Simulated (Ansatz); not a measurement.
Ansatz (an electronic-structure program) input (PBE0/STO-3G):

Ansatz 0.2 input:
```yaml
crystal:
  periodic: [false, false, false]
  atoms:
    - {symbol: B, position_ang: [0.04258959, 0.75223681, -0.02933815]}
    - {symbol: O, position_ang: [1.39717773, 0.54891874, -0.05499463]}
    - {symbol: C, position_ang: [1.98046181, -0.67390060, -0.02334560]}
    - {symbol: O, position_ang: [-0.79621940, -0.30712183, 0.03112602]}
    - {symbol: C, position_ang: [-2.20876134, -0.15348079, 0.06007564]}
    - {symbol: H, position_ang: [-0.34534936, 1.87891785, -0.06217413]}
    - {symbol: H, position_ang: [3.05686825, -0.67506447, -0.04976574]}
    - {symbol: H, position_ang: [1.36564447, -1.55861766, 0.02504349]}
    - {symbol: H, position_ang: [-2.63776068, -0.67136997, -0.79836622]}
    - {symbol: H, position_ang: [-2.59416205, -0.60467550, 0.97498639]}
    - {symbol: H, position_ang: [-2.49605805, 0.89953864, 0.02753568]}
basis:
  gaussian:
    orbitals: STO-3G
hamiltonian:
  xc: {name: PBE0}
magnetization: {spin_polarized: true, initial_magnetization: 1}
```

End of the output:

```
integrals: 0.01 GiB planned
438 factors; integrals over basis functions are off by at most 8.8e-5 eV
mean field: 0.16 GiB planned
mean field evaluation 1: about -6844.1078 eV, gradient 9.7e0 eV
mean field evaluation 2: about -6844.2509 eV, gradient 9.9e0 eV
mean field evaluation 4: about -6844.7613 eV, gradient 8.7e-1 eV
mean field evaluation 8: about -6844.7268 eV, gradient 2.5e-2 eV
mean field evaluation 16: about -6844.7268 eV, gradient 3.5e-5 eV
mean field -6844.72679127 eV, -251.5390700566 hartree, gradient 3.5e-5 eV, S^2 0.753636; 0 other end points of the search recorded, 0 dependent functions left out
reference -6844.72680969 eV, -251.5390707336 hartree; 20, 19 occupied and 11, 12 virtual orbitals, 438 factors
Total energy: -6844.72680969 eV, -251.5390707336 hartree
```

It need not be the lowest isomer of its formula.
